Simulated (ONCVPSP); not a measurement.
**samarium (Sm): one change to an ONCV potential, before and after**

- Element: Sm
- Generator: ONCVPSP 4.0.1
- Type: optimised norm-conserving Vanderbilt (ONCV)
- Functional: LDA (Perdew-Wang 92)
- Relativity: scalar-relativistic
- Frozen core: [Kr] 4d10 4f5
- Valence charge: 11
- Reference configuration: 5s2 5p6 5d1 6s2
- Partial waves: 5s+6s: rc 2.40 bohr, ncon 4, nbas 7, qcut 4.3 1/bohr, 3 projectors, debl 0.8 Ha; 5p: rc 1.65 bohr, ncon 4, nbas 8, qcut 4.3 1/bohr, 1 projector; 5d: rc 2.30 bohr, ncon 5, nbas 9, qcut 3.5 1/bohr, 3 projectors, debl 0.5 Ha
- Local potential: polynomial inside 1.05 bohr (lpopt 5, dvloc0 1 Ha)
- Core correction: Teter function, fcfact 5.75, rcfact 1.75

All-electron outer shells of the reference configuration (LDA (PZ), scalar-relativistic, ld1.x):

| shell | level (eV) | outermost node (bohr) | outermost maximum (bohr) |
| --- | --- | --- | --- |
| 5s | -46.84 | 0.68 | 1.25 |
| 5p | -26.08 | 0.73 | 1.42 |
| 4f | -8.17 | – | 0.61 |
| 6s | -4.14 | 1.66 | 3.44 |
| 5d | -2.89 | 0.83 | 2.03 |

Change: p: qcut 5.2.

Cutoffs: the cutoffs (Ha) at which the residual kinetic energy of the hardest occupied pseudo-wave falls to 1 and 0.1 mHa per electron; they do not see the model core or the augmentation charge, which bear on the density cutoff. Errors are all-electron minus pseudo energies relative to the spin-unpolarised reference configuration.

What does the change do?

The potential gets softer (59 Ha and 75 Ha → 23 Ha and 69 Ha); both files keep a bound ghost (d, p, s); the errors of the 4 common tests hardly move.

| quantity | base | changed |
| --- | --- | --- |
| cutoff, loose | 59 Ha | 23 Ha |
| cutoff, tight | 75 Ha | 69 Ha |
| loose cutoff by channel | s 6.6 Ha, p 59 Ha, d 7.8 Ha | s 6.6 Ha, p 23 Ha, d 7.8 Ha |
| bound ghosts | s, d, p | s, d, p |
| GHOST(+) flags under 300 eV | none | none |
| error for 5s2 5p6 5d1 6s1, meV [ΔE 6.66 eV] | -2.2 | -2.3 |
| error for 5s2 5p6 5d1 6s0, meV [ΔE 18.69 eV] | -8.2 | -8.6 |
| error for 5s2 5p6 5d0 6s0, meV [ΔE 38.59 eV] | -107 | -107 |
| error for 5s1 5p6 5d1 6s2, meV [ΔE 52.34 eV] | -299 | -340 |
| s: phases at 2.43 bohr within 0.05 rad from the reference energy up to (Ha; the scan ends near 5) | to the end of the scan | to the end of the scan |
| p: phases at 1.68 bohr within 0.05 rad from the reference energy up to (Ha; the scan ends near 5) | -0.6 | -0.6 |
| d: phases at 2.33 bohr within 0.05 rad from the reference energy up to (Ha; the scan ends near 5) | to the end of the scan | to the end of the scan |
| rms error of d²Exc/dni dnj with the model core, mHa | 3.24 | 3.30 |

 A true bound ghost makes a file unfit for plane-wave use even where its test errors are small: the radial tests pick states by their node count and pass the ghost by.
